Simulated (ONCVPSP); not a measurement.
# C: what ONCVPSP 4.0.1 does with a changed input

Command:

```bash
oncvpsp.x < C.dat > C.out
```

Input:

```
# ATOM AND REFERENCE CONFIGURATION
# atsym  z   nc   nv     iexc    psfile
  C 6.00    1    2  -106131      upf
#
#   n    l    f
    1    0    2.00
    2    0    2.00
    2    1    2.00
#
# PSEUDOPOTENTIAL AND OPTIMIZATION
# lmax
    1
#
#   l,   rc,      ep,       ncon, nbas, qcut
    0    1.35    0.00    4    7    1.00
    1    2.35    0.00    4    7    4.80
#
# LOCAL POTENTIAL
# lloc, lpopt,  rc(5),   dvloc0
    4    5    1.05    2.00
#
# VANDERBILT-KLEINMAN-BYLANDER PROJECTORs
# l, nproj, debl
    0    2    0.90
    1    3    3.80
#
# MODEL CORE CHARGE
# icmod, fcfact, rcfact
    0    0.00    0.00
#
# LOG DERIVATIVE ANALYSIS
# epsh1, epsh2, depsh
   -2.00    5.00    0.02
#
# OUTPUT GRID
# rlmax, drl
    6.00    0.01
#
# TEST CONFIGURATIONS
# ncnf
    4
# nvcnf
#   n    l    f
    2
    2    0    2.00
    2    1    1.00
#
    2
    2    0    2.00
    2    1    0.00
#
    2
    2    0    1.00
    2    1    0.00
#
    2
    2    0    1.00
    2    1    2.00
#
```

This is an input that runs to its end, with one change: qcut of l = 0 set to 1.00.

**Question.** How does the run end?

**Answer.** The program runs through. Ghost flags: GHOST(+) s at 2716.8 eV; the largest excitation error among the 4 tests with output is 1450 meV, against 1440 meV for the unchanged input.

```

Test configuration 4

   n   l     f        eae           eps        diff
   1   0  2.0000  -10.62829338
   2   0  1.0000   -0.94510265   -0.95020103   -5.10D-03
   2   1  2.0000   -0.62720857   -0.62767389   -4.65D-04

    Total energies and differences
      AE_ref= -3.78176032D+01  AE_tst= -3.71019626D+01  dif=  7.16D-01
      PS_ref= -5.30054484D+00  PS_tst= -4.58265515D+00  dif=  7.18D-01
      PSP excitation error= -2.25D-03
```
